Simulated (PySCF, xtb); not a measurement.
BF3, charge -1, multiplicity 2. Atoms are numbered in the order given.

```xyz
4

B      0.0000     0.0000    -0.3728
F      1.1574     0.6682     0.0690
F     -1.1574     0.6682     0.0690
F      0.0000    -1.3365     0.0690
```
Charge -1, spin multiplicity 2.

Geometry optimised at B3LYP-D3(BJ)/def2-SVPD.

Calculation: IEF-PCM-M06-2X/def2-SVPD in PySCF 2.14.0.

The values are the electrostatic part of the solvation free energy, E(continuum) − E(gas) at the gas-phase geometry, in a cavity of scaled van der Waals radii (PySCF's table); cavitation and dispersion terms are not included.

Computed values in water (ε = 78.36), ethanol (ε = 24.85), 1-octanol (ε = 9.86):
| solvent | ε | ΔG(elec) (kcal/mol) |
|---|---|---|
| water | 78.36 | -59.6 |
| ethanol | 24.85 | -57.9 |
| 1-octanol | 9.86 | -54.2 |

For comparison, GFN2-xTB/ALPB(water) (xtb, at the GFN2-xTB geometry, all terms of that model) gives -68.8 kcal/mol.
